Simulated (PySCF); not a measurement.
# Distorted geometries of [Eu(H2O)2]3+

[Eu(H2O)2]3+ (singlet in the valence; each metal's 4f electrons, 6 of them, lie in its core potential, out of spins and levels). PySCF 2.14.0, RKS PBE, Eu lcecp-1-SVP with ECP52, O def2-SVP, H def2-SVP; non-relativistic Hamiltonian with scalar-relativistic core potentials where named; density fitting; no spin-orbit coupling. Relaxed geometry:

```xyz
7

Eu    1.1027    0.1124   -0.0046
O    -0.1682    0.0349    1.8583
H     0.0886    0.3114    2.7905
H    -1.1090   -0.2954    1.9803
O    -0.1718   -0.0706   -1.8570
H     0.0965   -0.4330   -2.7558
H    -1.1240    0.2094   -2.0117
```

Order these distorted geometries by energy above the relaxed one, lowest first.
A.
```xyz
7

Eu    1.2029    0.1091   -0.0080
O    -0.2728    0.0313    1.8797
H     0.0839    0.3160    2.6846
H    -1.1366   -0.2477    1.9617
O    -0.1408   -0.2843   -1.5455
H     0.1703   -0.4350   -3.1201
H    -1.1920    0.3797   -1.8523
```
B.
```xyz
7

Eu    1.1650    0.0774   -0.0644
O    -0.1071    0.1770    1.8687
H     0.2224   -0.0360    2.8836
H    -1.0850   -0.0910    1.9555
O    -0.1532    0.0421   -1.5964
H    -0.0585   -0.4398   -2.9455
H    -1.2686    0.1394   -2.1014
```
C.
```xyz
7

Eu    1.0446    0.0942    0.0323
O    -0.0227   -0.0730    1.8217
H     0.1495    0.4054    2.8644
H    -1.1198   -0.3635    2.0475
O    -0.2562   -0.0947   -2.0375
H     0.0128   -0.4188   -2.7076
H    -1.0932    0.3196   -2.0208
```

C (2.70 eV), B (2.86 eV), A (3.76 eV).

Which forces (eV/Å) act in the one that lies 3.76 eV up?


```
Eu   0.23 -0.12  1.75
O    4.34  0.51 -4.89
H    0.80  0.99  3.62
H   -4.53 -1.42  0.80
O   -3.48  2.67 -6.00
H   -0.69 -0.06  3.45
H    3.34 -2.57  1.27
```
Forces carry noise of the integration grid, about 0.01 to 0.03 eV/Å.

An lcecp potential fixes the number of 4f electrons, so in runs with it no electron can move into or out of that shell.
